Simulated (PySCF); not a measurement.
The dipole of `C/C=C/[C@H](F)OC(C)=S` from its density and from atomic charges.

Coordinates (GFN2-xTB, Å) and charges (e) from the PBE0/pcSseg-1 density (PySCF):

```
atom       x       y       z  Mulliken      IAO  Hirshfeld  ESP-fitted
  C1  -3.409   0.143  -0.379   -0.2113  -0.4241    -0.1101     -0.4842
  C2  -1.927   0.258  -0.359   -0.1556  -0.1015    -0.0212     +0.3038
  C3  -1.102  -0.775  -0.347   -0.2348  -0.1988    -0.0784     -0.5998
  C4   0.394  -0.668  -0.322   +0.4878  +0.3429    +0.1347     +0.6151
  F5   0.884  -1.409   0.743   -0.3289  -0.3295    -0.1127     -0.2580
  O6   0.786   0.655  -0.179   -0.4240  -0.2862    -0.0740     -0.3798
  C7   2.073   1.041  -0.280   +0.0115  +0.1418    +0.1127     +0.3753
  C8   3.153   0.041  -0.507   -0.2370  -0.4613    -0.1250     -0.4181
  S9   2.366   2.632  -0.149   -0.1163  -0.1240    -0.1791     -0.2739
 H10  -3.811   0.640  -1.261   +0.1330  +0.1580    +0.0522     +0.1370
 H11  -3.826   0.642   0.495   +0.1361  +0.1603    +0.0537     +0.1530
 H12  -3.726  -0.896  -0.380   +0.1151  +0.1460    +0.0480     +0.1419
 H13  -1.526   1.262  -0.358   +0.1262  +0.1650    +0.0455     +0.0253
 H14  -1.458  -1.795  -0.337   +0.1174  +0.1534    +0.0488     +0.2198
 H15   0.843  -1.134  -1.218   +0.1113  +0.1335    +0.0434     +0.0197
 H16   4.113   0.549  -0.503   +0.1607  +0.1837    +0.0552     +0.1169
 H17   3.143  -0.723   0.271   +0.1645  +0.1784    +0.0503     +0.1595
 H18   3.023  -0.457  -1.471   +0.1443  +0.1625    +0.0557     +0.1464
```

Form Σ q r in debye for every column and set it beside the full dipole.

The full density gives (-1.39, -2.82, -1.76) D, 3.60 D in size; dipole vectors point from the negative to the positive end.

```tsv
scheme	μx	μy	μz	size (D)	share of the full size (%)	angle to the full dipole (°)
Mulliken	-1.27	-2.58	-2.82	4.03	112	15
IAO	-1.39	-1.59	-2.68	3.41	95	25
Hirshfeld	-1.54	-1.85	-1.05	2.62	73	13
ESP-fitted	-1.44	-2.95	-1.83	3.76	104	0
```

Which set comes closest?

Length of the difference vector: ESP-fitted 0.15 D, Mulliken 1.09 D, Hirshfeld 1.22 D, IAO 1.54 D. Closest: ESP-fitted. ESP charges are fitted to the potential around the molecule, whose slowest-falling term is the dipole's. 

What is left for the Hirshfeld atoms' own dipoles?

The shares of the density sum to the whole, so what Σ q r misses lies in dipoles about the nuclei. The atomic dipoles sum to (-1.39, -2.82, -1.76) − (-1.54, -1.85, -1.05) = (0.15, -0.97, -0.71) D, 1.22 D in size.

With the origin at the mean of the coordinates, (0.000, 0.000, -0.363) Å, which are the largest single terms, by size, of the Mulliken dipole along the direction of the full one?

O6 +1.84, S9 +1.72, H16 -1.50, C8 +1.34, C1 -1.22 D; all 18 atoms together +3.89 D. The single terms depend on the origin, their sum doesn't.

Give the size of the full dipole in other units.

3.60 D = 1.418 au = 0.750 e·Å = 12.02 × 10⁻³⁰ C·m.

Geometry: GFN2-xTB, one conformer, isolated molecule.

Shape of the structure used: `[CH3:1]/[CH:2]=[CH:3]/[C@H:4]([F:5])[O:6][C:7]([CH3:8])=[S:9]`: C2–C3–C4–F5 126°, C3–C4–O6–C7 -172°, C4–O6–C7–C8 -2°.
